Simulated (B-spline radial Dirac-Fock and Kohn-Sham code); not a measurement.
## L-shell conversion coefficients of Pm against transition energy

These are calculated numbers from a radial B-spline solver; the model is a Dirac-Hartree-Slater potential of the neutral atom with a Latter tail (no hole, which puts coefficients of high multipoles low close above an edge), finite nucleus with surface currents. Subshells within 1 keV of threshold and pair formation are left out.

```tsv
energy (keV)	E3	E4	M2	M3	M4	M5
16.2	1.03e+06	6.37e+07	9150	2.21e+06	2.27e+08	1.33e+10
20	292000	1.68e+07	3400	571000	4.74e+07	2.52e+09
24.1	96100	5.02e+06	1430	175000	1.21e+07	5.74e+08
24.5	87100	4.51e+06	1330	158000	1.07e+07	5.04e+08
28	39300	1.88e+06	717	68700	4.05e+06	1.74e+08
36.6	7990	320000	213	13300	593000	2.09e+07
43.5	2870	101000	98.4	4740	176000	5.36e+06
46.5	1930	64900	73.3	3200	110000	3.18e+06
50	1260	40000	53.3	2090	66700	1.81e+06
64.9	271	7000	17.2	467	11300	242000
94.9	29.8	560	3.51	57.9	926	14000
100	22.1	396	2.84	43.8	662	9520
165	1.34	15.4	0.394	3.42	30.6	273
200	0.481	4.60	0.191	1.36	10.0	74.8
243	0.177	1.40	0.0941	0.553	3.39	21.1
287	0.0777	0.525	0.0523	0.264	1.39	7.42
330	0.0402	0.237	0.0324	0.145	0.672	3.18
453	0.0101	0.0442	0.0114	0.0399	0.142	0.519
500	0.00679	0.0272	0.00833	0.0272	0.0901	0.304
555	0.00456	0.0167	0.00603	0.0184	0.0563	0.176
673	0.00230	0.00716	0.00337	0.00913	0.0246	0.0671
701	0.00201	0.00605	0.00299	0.00791	0.0208	0.0552
1000	0.000683	0.00162	0.00110	0.00243	0.00523	0.0112
1480	0.000250	0.000488	0.000390	0.000748	0.00136	0.00244
1810	0.000158	0.000285	0.000236	0.000428	0.000728	0.00121
2000	0.000127	0.000222	0.000185	0.000327	0.000542	0.000872
2030	0.000123	0.000214	0.000179	0.000315	0.000519	0.000831
```

Task: How fast do they fall between 1810 and 2030 keV?

Result: As powers of the energy: E3 E^-2.19, E4 E^-2.51, M2 E^-2.43, M3 E^-2.67, M4 E^-2.96, M5 E^-3.28. Within one type (E or M) the higher multipoles fall faster.
